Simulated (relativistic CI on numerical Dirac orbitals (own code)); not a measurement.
P⁴⁺: calculation against measurement

Computed by Dirac-Coulomb-Breit CI, orbitals from a KLI potential per configuration, model QED (radiative potential, 1s self-energy scaled to tabulated hydrogen-like ionisation energies), valence Slater integrals scaled by 0.85, P86 correlation energy added to each configuration (own radial code, finite nucleus).

Configuration list (outside the closed core [Ne]): 3s, 3p, 3d, 4s, 4p, 4d, 4f, 5s, 5p, 5d, 5f, 5g, 6s, 6p, 6d. Levels of other configurations are missing.

| Configuration | Term (tabulated) | J | Measured (cm⁻¹) | Computed | Error | Purity (%) |
| --- | --- | --- | --- | --- | --- | --- |
| 3s | 2S | 1/2 | 0.0 | 0 | 0 | 100 |
| 3p | 2P° | 1/2 | 88651.9 | 88465 | -187 | 100 |
| 3p | 2P° | 3/2 | 89447.2 | 89238 | -209 | 100 |
| 4s | 2S | 1/2 | 272959.3 | 270907 | -2052 | 100 |
| 4p | 2P° | 1/2 | 304160.9 | 302312 | -1849 | 100 |
| 4p | 2P° | 3/2 | 304445.3 | 302584 | -1861 | 100 |
| 5s | 2S | 1/2 | 376645.2 | 374144 | -2501 | 100 |
| 5p | 2P° | 1/2 | 391118.1 | 388779 | -2339 | 100 |
| 5p | 2P° | 3/2 | 391251.9 | 388906 | -2346 | 100 |
| 6s | 2S | 1/2 | 427185.4 | 424736 | -2449 | 100 |
| 6p | 2P° | 1/2 | 435049.0 | 432721 | -2328 | 100 |
| 6p | 2P° | 3/2 | 435122.4 | 432791 | -2332 | 100 |

Measured levels from Martin, Zalubas and Musgrove, J. Phys. Chem. Ref. Data 14, 751 (1985); pairs were made by configuration, J and term (by order where the table uses no LS term), so strongly mixed levels may be paired wrongly. Some J values or terms of the table were assigned by a fit.

Mean error by configuration (cm⁻¹): 3p -198; 4s -2052; 4p -1855; 5s -2501; 5p -2343; 6s -2449; 6p -2330. Over the excited levels the mean absolute error is 1859 cm⁻¹ (11 of the 11 excited levels that our extract of the source holds in range could be paired), and the median relative error of those above 1,000 cm⁻¹ is 0.6 %.
